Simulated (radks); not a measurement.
Values are calculated unless marked as measured or tabulated.
Task: The dysprosium ion Dy3+, 63 electrons, occupied as [Xe] 4f7 5d2 (not the ground configuration). Level of theory: Dirac Kohn-Sham, PBE, spin-unpolarised, spherical densities, point nucleus; open shells fill j = l - 1/2 first (a radial shooting solver on a logarithmic mesh with Libxc functionals). Some entries of the table are withheld. Estimate them.

| orbital | occ. | eigenvalue (Ry) | <1/r> (bohr^-1) |
|---|---|---|---|
| 1s1/2 | 2 | -3943.242 | 74.59 |
| 2s1/2 | 2 | -659.3428 | 17.86 |
| 2p1/2 | 2 | -627.1591 | 17.84 |
| 2p3/2 | 4 | -568.3556 | 15.62 |
| 3s1/2 | 2 | -149.8173 | 6.524 |
| 3p1/2 | 2 | -135.7949 | 6.439 |
| 3p3/2 | 4 | -123.5891 | 5.875 |
| 3d3/2 | 4 | -99.50812 | 5.755 |
| 3d5/2 | 6 | -96.84539 | 5.616 |
| 4s1/2 | 2 | -32.61707 | 2.741 |
| 4p1/2 | 2 | -27.07442 | 2.635 |
| 4p3/2 | 4 | -24.30684 | 2.443 |
| 4d3/2 | 4 | (1) | (2) |
| 4d5/2 | 6 | (3) | (4) |
| 5s1/2 | 2 | -6.33874 | 1.085 |
| 5p1/2 | 2 | -4.71827 | (5) |
| 5p3/2 | 4 | -4.29079 | (6) |
| 4f5/2 | 6 | -3.68049 | 1.727 |
| 4f7/2 | 1 | -3.60205 | 1.709 |
| 5d3/2 | 2 | -2.12005 | 0.6657 |
| 5d5/2 | 0 | -2.07493 | 0.6521 |
| 6s1/2 | 0 | -1.82904 | (7) |
| 6p1/2 | 0 | -1.44087 | 0.3817 |
| 6p3/2 | 0 | -1.37013 | 0.3642 |

Result: 
(1) 4d3/2 eigenvalue (Ry): -15.16793
(2) 4d3/2 <1/r> (bohr^-1): 2.232
(3) 4d5/2 eigenvalue (Ry): -14.65983
(4) 4d5/2 <1/r> (bohr^-1): 2.185
(5) 5p1/2 <1/r> (bohr^-1): 0.9751
(6) 5p3/2 <1/r> (bohr^-1): 0.9089
(7) 6s1/2 <1/r> (bohr^-1): 0.4390
